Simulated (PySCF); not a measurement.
Computed shifts of a molecule C4H5F3, PBE/pcSseg-1 in PySCF, GIAO, gas phase, equivalent atoms averaged, in ppm (number of nuclei): ¹³C: 146.4 (1), 135.6 (1), 123.6 (1), 21.6 (1). ¹⁹F: -114.4 (3). ¹H: 6.06 (1), 5.66 (1), 2.26 (3). References: ¹³C against TMS (σ = 182.0 ppm); ¹⁹F against CFCl3 (σ = 133.6 ppm); ¹H against TMS (σ = 31.49 ppm), references at their B3LYP-D3(BJ)/def2-TZVP geometries, non-relativistic. The structure is a stationary point at PBE0-D3(BJ)/def2-SVP. Other conformers were not sampled.

Question: Which molecule gave these data?
A) F[C@H]1[C@H](F)C[C@@H]1F
B) C=CCC(F)(F)F
C) C=C(C)C(F)(F)F
D) C=C(F)C(C)(F)F

Answer: C, C=C(C)C(F)(F)F
